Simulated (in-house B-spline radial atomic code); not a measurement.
Results of a calculation; reference values are marked as such.
# I in an electron gas of r_s = 2: phase shifts, screening, friction and resistivity

A nucleus sits in a uniform electron gas with a rigid positive background. The Kohn-Sham equations are solved self-consistently in the spin-unpolarised LDA (PW92), non-relativistic, on B-splines with outgoing waves at the boundary and partial waves to l = 8. The model has no lattice, no bands and no magnetic solution. Atomic units; δ_l are the phase shifts at the Fermi level, counted so that each bound state adds π, and good to about 0.0005.

The density parameter is r_s = 2 bohr, near that of the valence electrons of Si (4 per atom, density 2.33 g/cm³, mass 28.09 u, which gives r_s = 2.01).

```csv
l,δ_l (rad)
0,13.5320
1,11.0271
2,7.0290
3,0.1766
4,0.0223
5,0.0043
6,0.0009
7,0.0003
8,0.0001
```

Bound levels below the band bottom (hartree): s -5.748, p -4.207, d -1.577, s -0.2933, p -0.007953 and deeper ones.

**Question.** Check the Friedel sum rule, and say where the screening charge sits.

**Answer.** k_F = (9π/4)^(1/3)/r_s = 0.95958. The rule is Z = (2/π) Σ (2l + 1) δ_l. The terms are s 8.615, p 21.060, d 22.374, f 0.787 and 0.169 beyond, in all 53.005 against Z = 53. Bound states hold 10 s, 24 p, 20 d electrons, so the scattering states carry -0.99 in all; where a term is smaller than its bound count, the bound level has drawn weight out of the band.

**Question.** Find the transport cross section and the electronic stopping of a 1 keV I ion (mass 126.9 u).

**Answer.** σ_tr = (4π/k_F²) Σ (l + 1) sin²(δ_l − δ_(l+1)). The terms for l = 0 to 3 are 0.3535, 1.1417, 0.8715, 0.0945, all together 2.4629, so σ_tr = 13.647 × 2.4629 = 33.611 bohr². With n = 3/(4π r_s³) = 0.02984, the friction coefficient is Q = n k_F σ_tr = 0.9625. For v well below v_F = 0.960, dE/dx = Q v; with 24801 eV per u at v = 1, v = √(1000/(24801 × 126.9)) = 0.0178, so dE/dx = 0.01716 hartree/bohr = 8.82 eV/nm. The largest term couples the p and d waves.

**Question.** What residual resistivity would 1 atomic per cent of such centres give in a metal of this density?

**Answer.** Δρ = k_F n_i σ_tr/n in atomic units of 21.74 μΩ·cm. With one host atom per 4 electrons, n_i/n = 0.01/4, so Δρ = 0.9596 × 0.00250 × 33.611 × 21.74 = 1.75 μΩ·cm. This is an atom added to the gas, as on an interstitial site.

**Question.** On a substitutional site the background of one host ion, a sphere holding 4 charges, is taken out. The phase shifts for l = 0 to 4 become 13.2228, 10.6021, 6.3892, 0.0087, -0.0048. What follows?

**Answer.** The Friedel sum is now 49.00, for Z − 4 = 49. The sum in σ_tr is 1.8179, so σ_tr = 24.81 bohr² and Δρ = 1.29 μΩ·cm per atomic per cent, 0.74 times the value above. A real host ion scatters too, so this model doesn't give zero even for the host's own atom.
